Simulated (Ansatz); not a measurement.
Consider the atomization: `S=[C]1[CH2][GeH2]1` → 2 C• + Ge• + 4 H• + S•.

Calculated with Ansatz (gas phase, PBE0-D4/def2-TZVP geometries, no zero-point term in ΔE). CCSD(T)/CBS is the MP2 limit (def2-TZVPP, def2-QZVPP) plus CCSD(T) − MP2 in def2-TZVPP, frozen cores. This one scheme is used for every species, atoms too. DFT in def2-TZVPP. Open shells (•) are unrestricted, without spin–orbit coupling. Spin–orbit coupling would lower the free atoms: a little for C, S; clearly for Ge. Bonds to Ge are less sure, by a few kJ/mol each and by 10 to 20 or more in all where they break to atoms, as the def2 sets lack core-valence functions. Scalar relativity is left out up to krypton.

`S=[C]1[CH2][GeH2]1`:

```xyz
8

S    -0.477   -1.200    2.267
C    -0.234   -0.284    0.981
C    -0.913   -0.003   -0.282
Ge    1.067    0.276   -0.345
H    -1.568   -0.752   -0.722
H    -1.301    1.014   -0.367
H     2.004   -0.786   -0.910
H     1.422    1.735   -0.623
```

```tsv
level	ΔE (kJ/mol)	difference from CCSD(T)/CBS
LDA (SPW92)	3156.9	467.6
r2SCAN-D4	2714.3	25.0
B97M-V	2727.0	37.7
PBE0-D4	2707.1	17.8
r2SCANh-D4	2689.2	-0.1
r2SCAN0-D4	2653.6	-35.7
CAM-B3LYP-D4	2668.2	-21.1
revPBE	2648.2	-41.1
r2SCAN	2710.1	20.8
PBE0	2691.5	2.2
r2SCANh	2684.7	-4.6
CCSD/def2-TZVPP	2550.4	-138.9
CCSD(T)/def2-TZVPP	2616.6	-72.7
HF/def2-QZVPP	1817.6	-871.7
MP2/def2-QZVPP	2709.5	20.2
CCSD/CBS(def2)	2623.1	-66.2
CCSD(T)/CBS	2689.3	0
```

Largest T1 diagnostic among the species: 0.016.

The D4 term adds +30.2 kJ/mol with B3LYP and +15.6 kJ/mol with PBE0; it sums over pairs of atoms, weighted by their polarisabilities, and B3LYP, whose exchange is more repulsive, gets the larger term. Leaving LDA and LC-ωPBE aside and taking each functional with its dispersion term where it has one, the values, not all of them listed here, spread over 205.4 kJ/mol, from BHLYP-D4 to PBE-D4. LDA lies +399.0 kJ/mol from PBE without D4, its usual overbinding. From PBE to PBE0 (25 % exact exchange), in def2-TZVPP and without D4, ΔE moves by −66.5 kJ/mol: exact exchange takes away binding that semilocal exchange gives to molecules.

B3LYP here is the variant with VWN-RPA as its local correlation; programs differ in this.

For atomizations the MP2-based limit and the directly extrapolated one differ by several kJ/mol either way, and by 10 to 25 for some Ge, Se and Sn compounds, so smaller differences from it don't rank the levels.
